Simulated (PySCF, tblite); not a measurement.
Isomers of C5H6F3OP, one GFN2-xTB conformer each. Single-point energies are computed at PBE0/pcSseg-1 (PySCF, gas phase, no added dispersion term), electronic only.

Task: Rank them by PBE0/pcSseg-1 energy, lowest first (kcal/mol).
A. `[O:1]=[P@@H:2]([C:3]([F:4])=[C:5]([F:6])[F:7])[CH:8]1[CH2:9][CH2:10]1` with O1–P2–C3–F4 -167°, O1–P2–C8–C9 24°
B. `[CH2:1]=[CH:2][C@@H:3]1[CH2:4][P@:5]1(=[O:6])[C:7]([F:8])([F:9])[F:10]` with C1–C2–C3–C4 -150°
C. `[CH3:1]/[CH:2]=[CH:3]/[P@H:4](=[O:5])[C:6]([F:7])=[C:8]([F:9])[F:10]` with C2–C3–P4–O5 1°, C3–P4–C6–F7 -57°
D. `[CH3:1][C:2](=[O:3])[CH2:4]/[P:5]=[CH:6]/[C:7]([F:8])([F:9])[F:10]` with C1–C2–C4–P5 -85°, C2–C4–P5–C6 -58°
E. `[CH2:1]=[CH:2][P@:3]([CH3:4])(=[O:5])[C:6]([F:7])=[C:8]([F:9])[F:10]` with C1–C2–P3–C4 132°, C2–P3–C6–F7 -119°
F. `[O:1]=[P@H:2]1[CH:3]=[C:4]([C:5]([F:6])([F:7])[F:8])[CH2:9][CH2:10]1` with O1–P2–C3–C4 136°, C3–C4–C9–C10 -17°, C4–C9–C10–P2 23°, O1–P2–C10–C9 -144°

Result: F (0.0), D (20.1), B (40.6), E (42.6), C (47.0), A (51.0).

As drawn, the highest has a three-membered ring, which the lowest lacks. Neighbours under 2.5 kcal/mol apart (C=C[C@@H]1C[P@]1(=O)C(F)(F)F and C=C[P@](C)(=O)C(F)=C(F)F) can change places with a better method, another conformer or zero-point energy. GFN2-xTB itself gives, in the same order: 0.0, 45.5, 47.2, 38.7, 36.1, 33.2. Both levels put the same isomer lowest; measured from each level's own lowest isomer, the values differ by up to 25.4 kcal/mol (CC(=O)C/P=C/C(F)(F)F: 45.5 against 20.1).

Task: Which frontier levels, dipoles and rotational constants go with these structures?

Result: 
| SMILES | HOMO (eV, PBE0/pcSseg-1) | LUMO (eV) | dipole (D) | A, B, C (MHz) |
| --- | --- | --- | --- | --- |
| O=[P@H]1C=C(C(F)(F)F)CC1 | -8.11 | -1.54 | 3.21 | 2553, 642.6, 581.4 |
| CC(=O)C/P=C/C(F)(F)F | -7.61 | -2.75 | 4.18 | 2125, 592.9, 549.2 |
| C=C[C@@H]1C[P@]1(=O)C(F)(F)F | -7.34 | -0.68 | 3.86 | 1612, 910.4, 742.4 |
| C=C[P@](C)(=O)C(F)=C(F)F | -7.64 | -1.01 | 3.66 | 1508, 964.1, 714.0 |
| C/C=C/[P@H](=O)C(F)=C(F)F | -7.78 | -0.93 | 3.55 | 1828, 612.1, 561.2 |
| O=[P@@H](C(F)=C(F)F)C1CC1 | -7.85 | -0.30 | 3.24 | 1885, 735.2, 677.2 |

Task: What happens when harmonic zero-point energies from GFN2-xTB frequencies are added?

Result: 
| SMILES | ZPE (kcal/mol) | electronic (kcal/mol) | with ZPE (kcal/mol) |
| --- | --- | --- | --- |
| O=[P@H]1C=C(C(F)(F)F)CC1 | 65.2 | 0.0 | 0.0 |
| CC(=O)C/P=C/C(F)(F)F | 64.5 | 20.1 | 19.4 |
| C=C[C@@H]1C[P@]1(=O)C(F)(F)F | 64.5 | 40.6 | 40.0 |
| C=C[P@](C)(=O)C(F)=C(F)F | 63.4 | 42.6 | 40.9 |
| C/C=C/[P@H](=O)C(F)=C(F)F | 63.6 | 47.0 | 45.4 |
| O=[P@@H](C(F)=C(F)F)C1CC1 | 64.6 | 51.0 | 50.5 |

The zero-point energies span 1.8 kcal/mol. The order is unchanged.
